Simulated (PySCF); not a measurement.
Cl$_{3}$Si, SMILES `Cl[Si](Cl)Cl` (charge 0, multiplicity 2)

The numbers are results of M06-2X/def2-TZVP in PySCF, not measurements.

The highest occupied spin orbital is -8.09 eV. The dipole moment is 0.165 e·Å and the total energy is -45448.25 eV. The cost comes out as very roughly 7 core-minutes.

```xyz
4

Cl     1.8953    -0.3228    -0.1722
Si     0.0009    -0.0013     0.5213
Cl    -0.6689     1.7993    -0.1731
Cl    -1.2250    -1.4818    -0.1703
```
Charge 0, spin multiplicity 2.
